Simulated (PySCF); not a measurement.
# Electron correlation in Cr (chromium, neutral)

[Ar] 3d5 4s1, high-spin 7S determinant. Computed with PySCF 2.14 in cc-pVDZ, with no relativity, point nucleus. Frozen: [Ar]; 6 electrons correlated.

MP2 pair energies summed by pair of shells (mhartree):

```tsv
pair	energy	share (%)
3d-3d	-69.36	86.6
3d-4s	-10.72	13.4
```

Total MP2 correlation energy: -80.08 mhartree.

Same-spin part -80.08 and opposite-spin part 0.00 mhartree; SCS-MP2 scales them by 1/3 and 6/5 to -26.69 mhartree.
